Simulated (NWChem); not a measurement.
Program: NWChem. System: Cl₄Sn, charge 0, spin multiplicity 1, at a geometry optimised with PBE0/def2-SVP with def2 effective core potentials on Sn. The structure started from a generated list of species. Level: CIS/def2-SVP with def2 effective core potentials on Sn.

Job file:

```
start mol
memory heap 200 mb stack 900 mb global 1100 mb
geometry units angstroms nocenter noautoz
  Cl     1.891522     0.000000    -1.337409
  Sn     0.000000     0.000000    -0.000082
  Cl    -1.891522     0.000000    -1.337409
  Cl     0.000000     1.891496     1.337530
  Cl     0.000000    -1.891496     1.337530
  symmetry group C2v
end
basis spherical
  * library def2-svp
end
ecp
  Sn library def2-ecp
end
dft
  xc hfexch
  semidirect memsize 60000000 filesize 0
  iterations 100
end
tddft
  cis
  nroots 5
  notriplet
  thresh 1e-4
end
task tddft energy
```

Output (cleaned and shortened):

```
             Northwest Computational Chemistry Package (NWChem) 7.3.0
             --------------------------------------------------------

                                NWChem Input Module
                                -------------------

 Scaling coordinates for geometry "geometry" by  1.889725989
 (inverse scale =  0.529177249)

 Turning off AUTOSYM since
 SYMMETRY directive was detected!

                             Geometry "geometry" -> ""
                             -------------------------

 Output coordinates in angstroms (scale by  1.889725989 to convert to a.u.)

  No.       Tag          Charge          X              Y              Z
 ---- ---------------- ---------- -------------- -------------- --------------
    1 Cl                  17.0000     1.89152200     0.00000000    -1.33740900
    2 Sn                  50.0000     0.00000000     0.00000000    -0.00008200
    3 Cl                  17.0000    -1.89152200     0.00000000    -1.33740900
    4 Cl                  17.0000     0.00000000     1.89149600     1.33753000
    5 Cl                  17.0000     0.00000000    -1.89149600     1.33753000

 Effective nuclear repulsion energy (a.u.)    1019.2145955922

            Nuclear Dipole moment (a.u.)
            ----------------------------
        X                 Y               Z
 ---------------- ---------------- ----------------
     0.0000000000     0.0000000000     0.0000264562

      Symmetry information
      --------------------

 Group name             C2v
 Group number             16
 Group order               4
 No. of unique centers     3

      Symmetry unique atoms

     1    2    4


 Summary of "ao basis" -> "" (spherical)
 ------------------------------------------------------------------------------
       Tag                 Description            Shells   Functions and Types
 ---------------- ------------------------------  ------  ---------------------
 *                          def2-svp                  on all atoms

 Summary of "ao basis" -> "ao basis" (spherical)
 ------------------------------------------------------------------------------
       Tag                 Description            Shells   Functions and Types
 ---------------- ------------------------------  ------  ---------------------
 Cl                         def2-svp                 8       18   4s3p1d
 Sn                         def2-svp                10       26   4s4p2d

 Summary of "ao basis" -> "ao basis" (spherical)
 ------------------------------------------------------------------------------
       Tag                 Description            Shells   Functions and Types
 ---------------- ------------------------------  ------  ---------------------
 Cl                         def2-svp                 8       18   4s3p1d
 Sn                         def2-svp                10       26   4s4p2d

      Symmetry analysis of basis
      --------------------------

        a1         38
        a2         12
        b1         24
        b2         24

            General Information
            -------------------
          SCF calculation type: DFT
          Wavefunction type:  closed shell.
          No. of atoms     :     5
          No. of electrons :    90
           Alpha electrons :    45
            Beta electrons :    45
          Charge           :     0
          Spin multiplicity:     1
          Use of symmetry is: off; symmetry adaption is: on
          Maximum number of iterations: 100
          AO basis - number of functions:    98
                     number of shells:    42
          Convergence on energy requested:  1.00D-06
          Convergence on density requested:  1.00D-05
          Convergence on gradient requested:  5.00D-04

              XC Information
              --------------
                     Hartree-Fock (Exact) Exchange  1.000

          Convergence Information
          -----------------------
          Convergence aids based upon iterative change in
          total energy or number of iterations.
          Levelshifting, if invoked, occurs when the
          HOMO/LUMO gap drops below (HL_TOL):  1.00D-02
          DIIS, if invoked, will attempt to extrapolate
          using up to (NFOCK): 10 stored Fock matrices.

                    Damping( 0%)  Levelshifting(0.5)       DIIS
                  --------------- ------------------- ---------------
          dE  on:    start            ASAP                start
          dE off:    2 iters        100 iters           100 iters

      Screening Tolerance Information
      -------------------------------
          Density screening/tol_rho:  1.00D-10
          AO Gaussian exp screening on grid/accAOfunc:  14
          CD Gaussian exp screening on grid/accCDfunc:  20
          XC Gaussian exp screening on grid/accXCfunc:  20
          Schwarz screening/accCoul:  1.00D-08

      Superposition of Atomic Density Guess
      -------------------------------------

 Sum of atomic energies:       -2086.38981980

      Non-variational initial energy
      ------------------------------

 Total energy =   -2051.198275
 1-e energy   =   -4082.907787
 2-e energy   =    1447.422791
 HOMO         =      -0.433438
 LUMO         =      -0.081505

      Symmetry analysis of molecular orbitals - initial
      -------------------------------------------------

 !! scf_movecs_sym_adapt:   78 vectors were symmetry contaminated

  Symmetry fudging

 !! scf_movecs_sym_adapt:   46 vectors were symmetry contaminated

  Numbering of irreducible representations:

     1 a1          2 a2          3 b1          4 b2

  Orbital symmetries:
[...]
               Target root :       1
           Target symmetry : none
      Symmetry restriction : off
                 Algorithm : Optimal
        Davidson threshold :  0.10D-03

            Memory Information
            ------------------
          Available GA space size is         144169596 doubles
          Available MA space size is         144168588 doubles
          Length of a trial vector is         2385
          Algorithm : Incore multiple tensor contraction
          Estimated peak GA usage is          36199897 doubles
          Estimated peak MA usage is             13000 doubles

    5 smallest eigenvalue differences (eV)
--------------------------------------------------------
  No. Spin  Occ  Vir  Irrep   E(Occ)    E(Vir)   E(Diff)
--------------------------------------------------------
    1    1   45   46 b2       -0.481     0.015    13.509
    2    1   44   46 a2       -0.481     0.015    13.509
    3    1   43   46 b1       -0.481     0.015    13.509
    4    1   42   46 b2       -0.487     0.015    13.671
    5    1   41   46 a1       -0.487     0.015    13.671
--------------------------------------------------------

  Entering Davidson iterations
  Restricted singlet excited states

  Iter   NTrls   NConv    DeltaV     DeltaE      Time
  ----  ------  ------  ---------  ---------  ---------
    1      5       0     0.10E+00   0.10+100        1.8
    2     10       0     0.60E-01   0.30E-01        1.8
    3     15       0     0.19E-01   0.52E-02        1.8
    4     20       0     0.19E-01   0.12E-02        1.8
    5     25       0     0.51E-02   0.24E-03        1.8
    6     30       0     0.96E-03   0.10E-04        1.8
    7     35       3     0.32E-03   0.67E-06        1.8
    8     37       5     0.91E-04   0.61E-07        1.7
  ----  ------  ------  ---------  ---------  ---------
  Convergence criterion met

  Ground state a1      -2050.949347000038 a.u.

  ----------------------------------------------------------------------------
  Root   1 singlet b2             0.254958747 a.u.                6.9378 eV
  ----------------------------------------------------------------------------
     Transition Moments    X  0.00000   Y -0.00054   Z -0.00000
     Transition Moments   XX  0.00000  XY  0.00000  XZ -0.00000
     Transition Moments   YY -0.00000  YZ -0.00069  ZZ -0.00000
     Dipole Oscillator Strength                    0.0000000491
     Electric Quadrupole                           0.0000000000
     Magnetic Dipole                               0.0000003998
     Total Oscillator Strength                     0.0000004489

          sigma_e =   2.1016 Angstrom
          sigma_h =   2.4415 Angstrom
         |d_h->e| =   0.4600 Angstrom
            d_exc =   2.8126 Angstrom
            d_CD1 =   0.7999 Angstrom
            d_CD2 =  -1.8116 Angstrom
            d_CD3 =   3.2726 Angstrom
     Pearson C.C. =   0.2610

     Occ.   36  a1  ---  Virt.   47  b2      -0.05399
     Occ.   37  b2  ---  Virt.   48  a1       0.05395
     Occ.   38  a2  ---  Virt.   49  b1      -0.09694
     Occ.   39  a1  ---  Virt.   47  b2       0.16804
     Occ.   39  a1  ---  Virt.   51  b2      -0.06172
     Occ.   41  a1  ---  Virt.   47  b2      -0.16344
     Occ.   41  a1  ---  Virt.   51  b2       0.05783
     Occ.   42  b2  ---  Virt.   48  a1       0.16297
     Occ.   42  b2  ---  Virt.   52  a1      -0.05768
     Occ.   44  a2  ---  Virt.   49  b1      -0.10428
     Occ.   45  b2  ---  Virt.   46  a1      -0.92418
     Occ.   45  b2  ---  Virt.   48  a1      -0.10492
  ----------------------------------------------------------------------------
  Root   2 singlet a2             0.254965727 a.u.                6.9380 eV
  ----------------------------------------------------------------------------
     Transition Moments    X  0.00000   Y -0.00000   Z  0.00000
     Transition Moments   XX -0.00000  XY -0.00079  XZ -0.00000
     Transition Moments   YY -0.00000  YZ -0.00000  ZZ -0.00000
     Dipole Oscillator Strength                    0.0000000000
     Electric Quadrupole                           0.0000000000
     Magnetic Dipole                               0.0000003998
     Total Oscillator Strength                     0.0000003998

          sigma_e =   2.1112 Angstrom
          sigma_h =   2.5295 Angstrom
         |d_h->e| =   0.0016 Angstrom
            d_exc =   2.8126 Angstrom
            d_CD1 =   0.4199 Angstrom
            d_CD2 =  -2.3188 Angstrom
            d_CD3 =   2.8142 Angstrom
     Pearson C.C. =   0.2757

     Occ.   35  b1  ---  Virt.   47  b2       0.05401
     Occ.   37  b2  ---  Virt.   49  b1      -0.05394
     Occ.   38  a2  ---  Virt.   48  a1       0.19405
     Occ.   38  a2  ---  Virt.   52  a1      -0.07129
     Occ.   40  b1  ---  Virt.   47  b2       0.16317
     Occ.   40  b1  ---  Virt.   51  b2      -0.05774
     Occ.   42  b2  ---  Virt.   49  b1      -0.16327
     Occ.   42  b2  ---  Virt.   53  b1       0.05779
     Occ.   43  b1  ---  Virt.   47  b2      -0.10492
     Occ.   44  a2  ---  Virt.   46  a1      -0.92418
     Occ.   45  b2  ---  Virt.   49  b1      -0.10409
  ----------------------------------------------------------------------------
  Root   3 singlet b1             0.254973297 a.u.                6.9382 eV
  ----------------------------------------------------------------------------
     Transition Moments    X  0.00104   Y -0.00000   Z  0.00000
     Transition Moments   XX -0.00000  XY -0.00000  XZ -0.00154
     Transition Moments   YY  0.00000  YZ -0.00000  ZZ -0.00000
     Dipole Oscillator Strength                    0.0000001836
     Electric Quadrupole                           0.0000000000
     Magnetic Dipole                               0.0000003998
     Total Oscillator Strength                     0.0000005834

          sigma_e =   2.1017 Angstrom
          sigma_h =   2.4427 Angstrom
         |d_h->e| =   0.4566 Angstrom
            d_exc =   2.8126 Angstrom
            d_CD1 =   0.7976 Angstrom
            d_CD2 =  -1.8156 Angstrom
            d_CD3 =   3.2693 Angstrom
     Pearson C.C. =   0.2612

     Occ.   35  b1  ---  Virt.   48  a1      -0.05404
     Occ.   36  a1  ---  Virt.   49  b1       0.05391
     Occ.   38  a2  ---  Virt.   47  b2      -0.09721
     Occ.   39  a1  ---  Virt.   49  b1       0.16798
     Occ.   39  a1  ---  Virt.   53  b1      -0.06174
     Occ.   40  b1  ---  Virt.   48  a1      -0.16357
     Occ.   40  b1  ---  Virt.   52  a1       0.05788
     Occ.   41  a1  ---  Virt.   49  b1       0.16297
     Occ.   41  a1  ---  Virt.   53  b1      -0.05770
     Occ.   43  b1  ---  Virt.   46  a1       0.92419
     Occ.   43  b1  ---  Virt.   48  a1      -0.10396
     Occ.   44  a2  ---  Virt.   47  b2       0.10478
  ----------------------------------------------------------------------------
  Root   4 singlet a1             0.271198695 a.u.                7.3797 eV
  ----------------------------------------------------------------------------
     Transition Moments    X -0.00000   Y  0.00000   Z  0.85675
     Transition Moments   XX -1.36189  XY -0.00000  XZ  0.00000
     Transition Moments   YY  1.36016  YZ  0.00000  ZZ  0.00200
     Dipole Oscillator Strength                    0.1327108638
     Electric Quadrupole                           0.0000001968
     Magnetic Dipole                               0.0000000000
     Total Oscillator Strength                     0.1327110605

          sigma_e =   2.1082 Angstrom
          sigma_h =   2.5020 Angstrom
         |d_h->e| =   0.0027 Angstrom
            d_exc =   2.7935 Angstrom
            d_CD1 =   0.3964 Angstrom
            d_CD2 =  -2.3025 Angstrom
            d_CD3 =   2.7961 Angstrom
     Pearson C.C. =   0.2750

     Occ.   35  b1  ---  Virt.   49  b1      -0.06759
     Occ.   36  a1  ---  Virt.   46  a1      -0.26658
     Occ.   37  b2  ---  Virt.   47  b2       0.06775
     Occ.   39  a1  ---  Virt.   48  a1       0.23522
     Occ.   39  a1  ---  Virt.   52  a1      -0.07134
     Occ.   40  b1  ---  Virt.   49  b1      -0.09162
     Occ.   41  a1  ---  Virt.   46  a1      -0.88110
     Occ.   42  b2  ---  Virt.   47  b2       0.09132
     Occ.   43  b1  ---  Virt.   49  b1      -0.14177
     Occ.   43  b1  ---  Virt.   53  b1       0.07189
     Occ.   45  b2  ---  Virt.   47  b2      -0.14278
     Occ.   45  b2  ---  Virt.   51  b2       0.07218
  ----------------------------------------------------------------------------
  Root   5 singlet b2             0.271203505 a.u.                7.3798 eV
  ----------------------------------------------------------------------------
     Transition Moments    X -0.00000   Y -0.85693   Z  0.00000
     Transition Moments   XX -0.00000  XY  0.00000  XZ  0.00000
     Transition Moments   YY  0.00000  YZ -1.36166  ZZ  0.00000
     Dipole Oscillator Strength                    0.1327680722
     Electric Quadrupole                           0.0000001969
     Magnetic Dipole                               0.0000000000
     Total Oscillator Strength                     0.1327682691

          sigma_e =   2.0997 Angstrom
          sigma_h =   2.4557 Angstrom
         |d_h->e| =   0.2893 Angstrom
            d_exc =   2.7935 Angstrom
            d_CD1 =   0.6453 Angstrom
            d_CD2 =  -1.9884 Angstrom
            d_CD3 =   3.0828 Angstrom
     Pearson C.C. =   0.2636

     Occ.   36  a1  ---  Virt.   47  b2      -0.06763
     Occ.   37  b2  ---  Virt.   46  a1       0.26667
     Occ.   37  b2  ---  Virt.   48  a1      -0.06775
     Occ.   38  a2  ---  Virt.   49  b1       0.20386
     Occ.   38  a2  ---  Virt.   53  b1      -0.06187
     Occ.   39  a1  ---  Virt.   47  b2       0.11745
     Occ.   41  a1  ---  Virt.   47  b2      -0.09142
     Occ.   42  b2  ---  Virt.   46  a1       0.88109
     Occ.   42  b2  ---  Virt.   48  a1      -0.09180
     Occ.   44  a2  ---  Virt.   49  b1       0.14215
     Occ.   44  a2  ---  Virt.   53  b1      -0.07202
     Occ.   45  b2  ---  Virt.   48  a1      -0.14202
     Occ.   45  b2  ---  Virt.   52  a1       0.07196

              Target root =      1
          Target symmetry = none
      Ground state energy =  -2050.949347000038
        Excitation energy =      0.254958747389
     Excited state energy =  -2050.694388252649

  stored tddft:energy   -2050.6943882526489

 Task  times  cpu:       15.9s     wall:       15.9s

 Total times  cpu:       15.9s     wall:       15.9s
```
